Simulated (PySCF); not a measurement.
C3H6BFO2, SMILES OB(O)[C@@H]1C[C@@H]1F.

Geometry: B3LYP-D3(BJ)/def2-SVP. The structure was generated by enumeration; whether it is a known compound was not checked. Other conformers were not sampled.

Vertical ionisation energy (IE) and electron affinity (EA) in eV. Rows of orbital energies are one-electron estimates. Where ΔSCF, EOM or ADC give a negative EA the extra electron is unbound and the value depends on the basis.

```
level                                              IE     EA
-----------------------------------------------  ----  -----
−ε(HOMO), −ε(LUMO), CAM-B3LYP/def2-TZVP (PySCF)  9.56  -1.42
−ε(HOMO), −ε(LUMO), PBE/def2-TZVP (PySCF)        6.65   0.17
```
